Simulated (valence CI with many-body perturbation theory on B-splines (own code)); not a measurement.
## Energy levels of Cd6+

Calculated by valence CI with perturbative core correlation (CI+MBPT): six valence electrons over a frozen Dirac-Fock core [Kr], a basis of 7 s, 7 p, 8 d, 6 f, 4 g, 1 h functions for each j, with the one-electron correlation potential Σ1 (screened to all orders), the two-electron term Σ2, the three-electron term Σ3, Breit, model QED; selected single and double excitations, second order for the rest, scaled by the run's own slope (own B-spline code, finite nucleus).

No measured spectrum was set against this ion. As an estimate, terms of the open shell hold to 2 to 4 % of their energy, and close levels can change places; different configurations can be misplaced against each other by 1,000 to 8,000 cm⁻¹. Among the levels kept, up to 840 cm⁻¹ of a level comes from second order outside the variational space, and about a tenth of that is noise between levels of different J, which matters for small intervals. Only levels of the ground parity were solved; by the run's estimate the other parity begins above the list, which can be wrong where configurations are misplaced.

Levels 1 to 27 of 27, with energies above the lowest level, 4d6 5D_4. "Leading %" is the weight of the configuration and term that name the level; weights of strongly mixed levels are sums over their largest components and can fall short. Lifetimes count E1, E2, E3, M1 and M2 decay at the calculated energies, and are blank where another channel may lead or the interval is too uncertain; long ones can be off by a factor of two.

```tsv
No.	Configuration	Term	J	E (eV)	Leading %	g	Lifetime
1	4d6	5D	4	0.0000	94	1.489	
2	4d6	5D	3	0.4085	96	1.493	820 ms
3	4d6	5D	2	0.5893	92	1.493	5.29 s
4	4d6	5D	1	0.7419	93	1.495	5.99 s
5	4d6	5D	0	0.8092	93		40.4 s
6	4d6	3H	4	2.693	38	1.004	103 ms
7	4d6	3H	6	2.838	92	1.155	12800 s
8	4d6	3H	5	2.882	69	1.083	4.82 s
9	4d6	3P	2	2.918	84	1.464	32.6 ms
10	4d6	3F	3	3.324	67	0.994	67.1 ms
11	4d6	3H	4	3.425	49	1.025	56.1 ms
12	4d6	3F	2	3.465	90	0.702	120 ms
13	4d6	3G	5	3.794	69	1.150	175 ms
14	4d6	3P	1	3.975	74	1.298	25.0 ms
15	4d6	3P	0	4.041	65		29.9 ms
16	4d6	3G	4	4.042	71	1.069	156 ms
17	4d6	3G	3	4.163	67	0.854	105 ms
18	4d6	3D	2	4.455	81	1.171	103 ms
19	4d6	1I	6	4.555	92	1.010	128 ms
20	4d6	3D	3	4.568	92	1.317	48.8 ms
21	4d6	3D	1	4.620	77	0.713	54.4 ms
22	4d6	1G	4	5.147	79	1.013	33.5 ms
23	4d6	1D	2	5.732	79	1.017	34.0 ms
24	4d6	1S	0	5.749	49		27.1 ms
25	4d6	1F	3	6.042	80	1.014	110 ms
26	4d6	3P	0	6.926	76		14.1 ms
27	4d6	3P	1	7.012	97	1.494
```

Names give the largest LS component (configuration and term), which can be under half, so a name can repeat, a term be missing and a line seem to break the LS rules; names also repeat where a configuration has a term twice.

The ionisation energy to 4d5 6S_5/2 of the next ion comes out as 105.78 eV (NIST: 105 ± 2 eV (theoretical)). All 27 levels together are meant to be complete up to 7.269 eV.
